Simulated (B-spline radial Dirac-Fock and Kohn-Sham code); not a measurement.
**Relativistic shifts of the levels of W²⁰⁺**

System: tungsten as W²⁰⁺, configuration [Kr] 4d10 4f8.

Both columns are ΔSCF binding energies of the configuration average from a B-spline atomic structure program: non-relativistic Hartree-Fock with a point nucleus, and Dirac-Fock with a finite nucleus and the Coulomb interaction alone, averaged over the two j levels with weights 2j+1.

```
shell  Hartree-Fock (eV)  Dirac-Fock (eV)  shift (eV)  shift (%)
   1s            64763.4          70429.9    +5666.47      +8.75
   2s            11204.7          12708.4    +1503.67     +13.42
   2p            10741.1          11242.6     +501.47      +4.67
   3s             3018.1           3391.3     +373.26     +12.37
   3p             2803.5           2944.4     +140.94      +5.03
   3d             2408.1           2393.2      -14.85      -0.62
   4s             1028.8           1128.8     +100.03      +9.72
   4p              936.3            974.5      +38.15      +4.07
   4d              767.6            766.6       -1.02      -0.13
   4f              554.0            545.8       -8.23      -1.49
```

Relativity binds 1s, 2s, 2p, 3s, 3p, 4s, 4p more strongly, among those listed most of all 2s in relative terms, and 3d, 4d, 4f more weakly, because the contracted s and p shells screen the nucleus better.

Values without a named source are computed, but for edge energies of neutral atoms, which are taken from tables.
